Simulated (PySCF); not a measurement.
FH4NOSi, SMILES N[SiH](O)F.

Geometry: ωB97X-D3(BJ)/def2-SVP. The values are those of a single conformer.

Calculation: PBE0/def2-TZVPD in PySCF.

Gas-phase values at a fixed geometry.

The total energy comes out as -521.62847 hartree, the highest occupied level comes out as -8.10 eV and the lowest empty level is 0.04 eV. The orbital gap comes out as 8.14 eV and the dipole moment comes out as 0.90 D. The quadrupole, principal values (traceless, Buckingham form, about the centre of nuclear charge) is -11.01, 0.64, 10.37 D·Å and the mean static polarisability is 38.6 bohr³ (5.71 Å³). The polarisability, principal values comes out as 35.8, 38.1, 41.8 bohr³.
